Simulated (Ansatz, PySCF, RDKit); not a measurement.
Dimer: C2H6 (SMILES CC) (first 8 atoms) with CH3I (SMILES CI); geometry from B3LYP-D3(BJ)/def2-TZVP.
(charge 0, multiplicity 1):
```xyz
13

C     -0.534     0.505     0.235
C      0.648    -0.400    -0.099
H     -1.271     0.509    -0.570
H     -0.215     1.538     0.390
H     -1.039     0.172     1.144
H      0.322    -1.428    -0.268
H      1.375    -0.425     0.715
H      1.165    -0.063    -0.999
C      0.996     1.377     3.447
I      0.569    -0.641     4.073
H      1.550     1.854     4.247
H      1.582     1.317     2.538
H      0.046     1.869     3.272
```

Interaction energies are E(AB) − E(A) − E(B) at the monomers' geometry in the complex; basis-set methods are counterpoise corrected. RDKit's UFF carries no charges.

The values were computed with Ansatz (Gaussian orbitals); PySCF for the dispersion terms; RDKit for the force fields. Each number belongs to the level named beside it. In def2 rows elements past Kr take small-core potentials, without spin–orbit coupling.

One of these levels gives -1.40 kcal/mol for the interaction energy. Which?
A. revPBE/def2-TZVPPD
B. UFF
C. r2SCAN-D4/def2-TZVPPD
D. MMFF94

C, r2SCAN-D4/def2-TZVPPD. The others give -0.41 (MMFF94), -1.73 (UFF), 1.48 (revPBE/def2-TZVPPD)

Ansatz is an electronic-structure program.
